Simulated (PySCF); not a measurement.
BeCl₂ at several levels of theory

All levels use the PBE0 minimum (singlet; Be–Cl 1.801 Å (×2); Cl–Be–Cl 180.0°), basis [Be def2-TZVP, Cl def2-TZVP], no relativity, density fitting, no spin–orbit coupling, PySCF. For vertical energies the ionised species is a doublet (spins chosen at PBE0 and kept). Atomisation goes to high-spin ground-configuration atoms, without zero-point energy. Open shells are unrestricted, also as the reference of the correlated levels. A dash marks a value that was not computed or is not defined at that level.

```xyz
3
charge 0 multiplicity 1, angstrom
Be    0.0000    0.0000    0.0000
Cl    0.0000    0.0000    1.8014
Cl    0.0000    0.0000   -1.8014
```

```csv
level,atomisation (kJ/mol),vertical IP (eV),−ε(HOMO) (eV),gap (eV)
PBE0,938,11.87,9.54,9.06
HF,?,?,?,?
MP2,938,12.46,–,–
PBE,948,11.47,8.13,7.01
B3LYP,918,11.79,9.24,8.49
r2SCAN,962,11.70,8.51,7.98
TPSSh,927,11.66,8.80,8.09
M06,?,?,?,?
HSE06,937,11.84,9.13,8.31
```

Task: Fill in the row of M06.

Result: atomisation (kJ/mol) 952, vertical IP (eV) 11.87, −ε(HOMO) (eV) 9.45, gap (eV) 8.40.

Task: Fill in the row of HF.

Result: atomisation (kJ/mol) 764, vertical IP (eV) 11.86, −ε(HOMO) (eV) 12.83, gap (eV) 14.08.
